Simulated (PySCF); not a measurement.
PySCF input (TPSS/def2-TZVPD):

```python
from pyscf import gto, scf, dft

mol = gto.M(
    atom='''
    Se   -0.21568477    0.07062466    0.20484246
    H    -1.33018741    0.14921132   -0.80206186
    O     1.08293369   -0.31880620   -0.77032271
    ''',
    basis='def2-tzvpd',
    charge=0,
    spin=1,
    verbose=4,
)

mf = dft.UKS(mol, xc='tpss').density_fit(auxbasis='def2-universal-jkfit')
mf.grids.level = 3
mf.conv_tol = 1e-9
mf.max_cycle = 100
mf.max_memory = 1500
mf.kernel()
if not mf.converged:
    mf = mf.newton()
    mf.kernel(mf.make_rdm1())
for _ in range(2):
    mo, _, stable, _ = mf.stability(return_status=True)
    if stable:
        break
    mf.kernel(mf.make_rdm1(mo, mf.mo_occ))
mf.analyze()
```

Output:

```
PySCF version 2.14.0

[INPUT] verbose = 4
[INPUT] num. atoms = 3
[INPUT] num. electrons = 43
[INPUT] charge = 0
[INPUT] spin (= nelec alpha-beta = 2S) = 1
[INPUT] symmetry False subgroup None
[INPUT] Mole.unit = angstrom
[INPUT] Symbol           X                Y                Z      unit          X                Y                Z       unit  Magmom
[INPUT]  1 Se    -0.215684770000   0.070624660000   0.204842460000 AA   -0.407585144540   0.133461265041   0.387096148082 Bohr   0.0
[INPUT]  2 H     -1.330187410000   0.149211320000  -0.802061860000 AA   -2.513689899245   0.281968529485  -1.515677250359 Bohr   0.0
[INPUT]  3 O      1.082933690000  -0.318806200000  -0.770322710000 AA    2.046448085165  -0.602456404813  -1.455698949433 Bohr   0.0

nuclear repulsion = 99.872119566757
number of shells = 38
number of NR pGTOs = 178
number of NR cGTOs = 106
basis = def2-tzvpd
ecp = {}

******** <class 'pyscf.df.df_jk.DFUKS'> ********
method = DFUKS
initial guess = minao
damping factor = 0
level_shift factor = 0
DIIS = <class 'pyscf.scf.diis.CDIIS'>
diis_start_cycle = 1
diis_space = 8
diis_damp = 0
SCF conv_tol = 1e-09
SCF conv_tol_grad = None
SCF max_cycles = 100
direct_scf = False
number electrons alpha = 22  beta = 21
XC library pyscf.dft.libxc version 7.1.2
    S. Lehtola, C. Steigemann, M. J. T. Oliveira, and M. A. L. Marques,  SoftwareX 7, 1–5 (2018)
XC functionals = tpss
    J. Tao, J. P. Perdew, V. N. Staroverov, and G. E. Scuseria,  Phys. Rev. Lett. 91, 146401 (2003)
    J. P. Perdew, J. Tao, V. N. Staroverov, and G. E. Scuseria,  J. Chem. Phys. 120, 6898 (2004)
    J. Tao, J. P. Perdew, V. N. Staroverov, and G. E. Scuseria,  Phys. Rev. Lett. 91, 146401 (2003)
    J. P. Perdew, J. Tao, V. N. Staroverov, and G. E. Scuseria,  J. Chem. Phys. 120, 6898 (2004)
radial grids:
    Treutler-Ahlrichs [JCP 102, 346 (1995); DOI:10.1063/1.469408] (M4) radial grids

becke partition: Becke, JCP 88, 2547 (1988); DOI:10.1063/1.454033
pruning grids: <function nwchem_prune>
grids dens level: 3
symmetrized grids: False
atomic radii adjust function: <function treutler_atomic_radii_adjust>
small_rho_cutoff = 0
Set gradient conv threshold to 3.16228e-05
tot grids = 44320
init E= -2476.55450423609
  alpha nocc = 22  HOMO = -0.225600900352667  LUMO = -0.0805459449186685
  beta  nocc = 21  HOMO = -0.322374657660468  LUMO = -0.225600900352696

WARN: HOMO -0.225600900352667 >= LUMO -0.225600900352696

cycle= 1 E= -2477.03800835496  delta_E= -0.484  |g|= 0.821  |ddm|= 1.17
[...]
  beta  nocc = 21  HOMO = -0.251269383659569  LUMO = -0.167187115231016
  HOMO = -0.224843883768  LUMO = -0.167187115231  gap/eV = 1.56892
Extra cycle  E= -2477.29726784648  delta_E= -6e-11  |g|= 8.91e-06  |ddm|= 2.06e-05
converged SCF energy = -2477.29726784648  <S^2> = 0.75380514  2S+1 = 2.0038015
uhf_internal: lowest eigs of H = [0.29934064 0.30389186 0.31516297]
<class 'pyscf.df.df_jk.DFUKS'> wavefunction is stable in the internal stability analysis
**** SCF Summaries ****
Total Energy =                       -2477.297267846479826
Nuclear Repulsion Energy =              99.872119566756979
One-electron Energy =                -3644.739440394083431
Two-electron Energy =                 1067.570052980846413
Two-electron Coulomb Energy =         1163.553608390706131
DFT Exchange-Correlation Energy =      -95.983555409859747
HOMO-LUMO gap [eV] =                     1.568920585315495
**** MO energy ****
                             alpha | beta                alpha | beta
MO #1   energy= -452.874161457168  | -452.873283459047  occ= 1 | 1
MO #2   energy= -57.6143149180964  | -57.6140172999073  occ= 1 | 1
MO #3   energy= -51.6849966840249  | -51.6846838554137  occ= 1 | 1
MO #4   energy= -51.6836672498425  | -51.6831799436986  occ= 1 | 1
MO #5   energy= -51.6834599334351  | -51.6820269513215  occ= 1 | 1
MO #6   energy= -18.9171583320247  | -18.9029981913818  occ= 1 | 1
MO #7   energy= -7.6808731736323   | -7.67964138077662  occ= 1 | 1
MO #8   energy= -5.64048890097836  | -5.63988456455781  occ= 1 | 1
MO #9   energy= -5.63535311550031  | -5.63481306499527  occ= 1 | 1
MO #10  energy= -5.63469096033862  | -5.6316403550184   occ= 1 | 1
MO #11  energy= -2.04525754551042  | -2.04457967232656  occ= 1 | 1
MO #12  energy= -2.04404316545848  | -2.04344450458417  occ= 1 | 1
MO #13  energy= -2.04290680044829  | -2.04013211786531  occ= 1 | 1
MO #14  energy= -2.03919340783443  | -2.0363338280175   occ= 1 | 1
MO #15  energy= -2.0390179398781   | -2.0362180627725   occ= 1 | 1
MO #16  energy= -0.936650659803618 | -0.912114482283279 occ= 1 | 1
MO #17  energy= -0.647439176979134 | -0.627636480073555 occ= 1 | 1
MO #18  energy= -0.411756515114604 | -0.405640364705846 occ= 1 | 1
MO #19  energy= -0.362197068905349 | -0.350206620003929 occ= 1 | 1
MO #20  energy= -0.360793727057844 | -0.313455990484768 occ= 1 | 1
MO #21  energy= -0.260042664383622 | -0.251269383659569 occ= 1 | 1
MO #22  energy= -0.224843883767626 | -0.167187115231016 occ= 1 | 0
MO #23  energy= -0.0628228736092708 | -0.055331076684451 occ= 0 | 0
MO #24  energy= -0.0366463915136411 | -0.0310492265225255 occ= 0 | 0
MO #25  energy= 0.0192532701088258 | 0.0238645237348649 occ= 0 | 0
MO #26  energy= 0.0237089532979777 | 0.0292046834328403 occ= 0 | 0
MO #27  energy= 0.0247555901786954 | 0.031720697445899  occ= 0 | 0
MO #28  energy= 0.0477994615457327 | 0.0510705407639187 occ= 0 | 0
MO #29  energy= 0.0738514552249873 | 0.0816194716174238 occ= 0 | 0
MO #30  energy= 0.0912393797108354 | 0.0963612499589614 occ= 0 | 0
MO #31  energy= 0.103443238167887  | 0.10468308210128   occ= 0 | 0
MO #32  energy= 0.107383683076516  | 0.115862037586276  occ= 0 | 0
MO #33  energy= 0.136951267132035  | 0.138852587892911  occ= 0 | 0
MO #34  energy= 0.152195725223201  | 0.159826088629821  occ= 0 | 0
MO #35  energy= 0.161209459225449  | 0.163783300122399  occ= 0 | 0
MO #36  energy= 0.179513369988413  | 0.182810546839408  occ= 0 | 0
MO #37  energy= 0.201854800318338  | 0.203354276004958  occ= 0 | 0
MO #38  energy= 0.213080650044526  | 0.216404576955633  occ= 0 | 0
MO #39  energy= 0.228945875708471  | 0.233397562963495  occ= 0 | 0
MO #40  energy= 0.254994534422661  | 0.258043661800051  occ= 0 | 0
MO #41  energy= 0.299364369259585  | 0.311791390720495  occ= 0 | 0
MO #42  energy= 0.311377405475807  | 0.320978002263167  occ= 0 | 0
MO #43  energy= 0.327080328508195  | 0.338106572369841  occ= 0 | 0
MO #44  energy= 0.352163198277076  | 0.355942090832071  occ= 0 | 0
MO #45  energy= 0.364354285765027  | 0.374292653833354  occ= 0 | 0
MO #46  energy= 0.380636185094171  | 0.383068532718522  occ= 0 | 0
MO #47  energy= 0.383221622770125  | 0.399770211295619  occ= 0 | 0
MO #48  energy= 0.416696031917422  | 0.425292788498676  occ= 0 | 0
MO #49  energy= 0.451309790627948  | 0.454132768052306  occ= 0 | 0
MO #50  energy= 0.501176069498718  | 0.507828404117979  occ= 0 | 0
MO #51  energy= 0.514496941198987  | 0.528075680409378  occ= 0 | 0
MO #52  energy= 0.528955153530065  | 0.533535808291127  occ= 0 | 0
MO #53  energy= 0.574790485754053  | 0.578803713524872  occ= 0 | 0
MO #54  energy= 0.594441861988715  | 0.600161773351251  occ= 0 | 0
MO #55  energy= 0.691012305536403  | 0.712855463877141  occ= 0 | 0
MO #56  energy= 0.719567817916823  | 0.724296723403074  occ= 0 | 0
MO #57  energy= 0.79157858651176   | 0.800283619427763  occ= 0 | 0
MO #58  energy= 0.8331898209523    | 0.837808029492472  occ= 0 | 0
MO #59  energy= 0.96602725610429   | 0.973989713695047  occ= 0 | 0
MO #60  energy= 1.15130960950587   | 1.16046840973625   occ= 0 | 0
MO #61  energy= 1.15776352785704   | 1.1649089210718    occ= 0 | 0
MO #62  energy= 1.17288805380541   | 1.19102670974234   occ= 0 | 0
MO #63  energy= 1.19865387417368   | 1.21327195895227   occ= 0 | 0
MO #64  energy= 1.20946025676602   | 1.22282398988002   occ= 0 | 0
MO #65  energy= 1.21553940009923   | 1.23133264286142   occ= 0 | 0
MO #66  energy= 1.26495157775292   | 1.27610343305253   occ= 0 | 0
MO #67  energy= 1.28156450847012   | 1.29688788781878   occ= 0 | 0
MO #68  energy= 1.35425266328424   | 1.36930862093893   occ= 0 | 0
MO #69  energy= 1.36793798914864   | 1.38731785366807   occ= 0 | 0
MO #70  energy= 1.45967967030216   | 1.4631044422353    occ= 0 | 0
MO #71  energy= 1.47985150136911   | 1.49563085784395   occ= 0 | 0
MO #72  energy= 1.49772418279324   | 1.51002138335563   occ= 0 | 0
MO #73  energy= 1.56628142592718   | 1.57200965232666   occ= 0 | 0
MO #74  energy= 1.69061083201576   | 1.71790888271893   occ= 0 | 0
MO #75  energy= 1.69728919701684   | 1.72272188148213   occ= 0 | 0
MO #76  energy= 1.86896932004232   | 1.87821588337327   occ= 0 | 0
MO #77  energy= 1.9421461317758    | 1.9483652179005    occ= 0 | 0
MO #78  energy= 1.95689119771806   | 1.96520320953673   occ= 0 | 0
MO #79  energy= 2.03319319508855   | 2.04810076223559   occ= 0 | 0
MO #80  energy= 2.0418519263869    | 2.06097366462837   occ= 0 | 0
MO #81  energy= 2.35356782337819   | 2.3641864310796    occ= 0 | 0
MO #82  energy= 2.49505526330113   | 2.50660093403676   occ= 0 | 0
MO #83  energy= 2.67434737188396   | 2.73017007122749   occ= 0 | 0
MO #84  energy= 2.73687665123011   | 2.75260196346702   occ= 0 | 0
MO #85  energy= 2.83834936729223   | 2.84677015403879   occ= 0 | 0
MO #86  energy= 3.01774163441919   | 3.04119436063117   occ= 0 | 0
MO #87  energy= 3.46558594853345   | 3.47360460222364   occ= 0 | 0
MO #88  energy= 3.46627967717243   | 3.48304155301066   occ= 0 | 0
MO #89  energy= 3.51408744055221   | 3.52119860585382   occ= 0 | 0
MO #90  energy= 3.55271594439867   | 3.56066638445432   occ= 0 | 0
MO #91  energy= 3.58061883736929   | 3.58681075887392   occ= 0 | 0
MO #92  energy= 3.9393568125576    | 3.94949615628808   occ= 0 | 0
MO #93  energy= 5.11143293037098   | 5.14908539804702   occ= 0 | 0
MO #94  energy= 5.11211519919791   | 5.14950454351264   occ= 0 | 0
MO #95  energy= 5.1334556649111    | 5.16294174822999   occ= 0 | 0
MO #96  energy= 5.14217363826472   | 5.1742709624505    occ= 0 | 0
MO #97  energy= 5.32323008515558   | 5.34469188875663   occ= 0 | 0
MO #98  energy= 5.32416656665327   | 5.35660463265404   occ= 0 | 0
MO #99  energy= 5.3774856981263    | 5.39470431312935   occ= 0 | 0
MO #100 energy= 6.29516340081725   | 6.35382596800796   occ= 0 | 0
MO #101 energy= 6.31406121819813   | 6.37241024907821   occ= 0 | 0
MO #102 energy= 6.46918016131057   | 6.52598979520368   occ= 0 | 0
MO #103 energy= 6.50839693286461   | 6.52983121203199   occ= 0 | 0
MO #104 energy= 6.5570623091623    | 6.57886267474503   occ= 0 | 0
[...]
```

It need not be the lowest isomer of its formula.
